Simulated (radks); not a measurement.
Problem. Ba II, 55 electrons, occupied as [Xe] 6s1. Calculated with a radial shooting solver on a logarithmic mesh with Libxc functionals: Dirac Kohn-Sham, BLYP, spin-unpolarised, spherical densities, point nucleus. Some entries of the table are withheld. Estimate them.

orbital  occ.  eigenvalue (eV)  r(max) (bohr)  <r> (bohr)
1s1/2       2        -37240.52        0.01642     0.02558
2s1/2       2        -5888.601            (1)      0.1093
2p1/2       2        -5547.442            (2)     0.09192
2p3/2       4        -5165.532            (3)     0.09792
3s1/2       2        -1247.097         0.2665      0.2917
3p1/2       2              (4)         0.2531         (5)
3p3/2       4              (6)         0.2642         (7)
3d3/2       4        -778.8792         0.2132      0.2644
3d5/2       6        -763.1449         0.2164      0.2681
4s1/2       2        -248.9445         0.6252      0.6739
4p1/2       2        -196.9190            (8)      0.6969
4p3/2       4        -181.5050            (9)      0.7243
4d3/2       4         -96.5568           (10)      0.7949
4d5/2       6         -93.9388           (11)      0.8049
5s1/2       2         -39.0754          1.469       1.636
5p1/2       2         -25.5545          1.621       1.858
5p3/2       4         -23.4545          1.691       1.942
6s1/2       1          -7.5823          3.830       4.309

Solution. 
(1) 2s1/2 r(max) (bohr): 0.09302
(2) 2p1/2 r(max) (bohr): 0.07106
(3) 2p3/2 r(max) (bohr): 0.07613
(4) 3p1/2 eigenvalue (eV): -1103.927
(5) 3p1/2 <r> (bohr): 0.2816
(6) 3p3/2 eigenvalue (eV): -1030.126
(7) 3p3/2 <r> (bohr): 0.2935
(8) 4p1/2 r(max) (bohr): 0.6372
(9) 4p3/2 r(max) (bohr): 0.6614
(10) 4d3/2 r(max) (bohr): 0.6907
(11) 4d5/2 r(max) (bohr): 0.6988
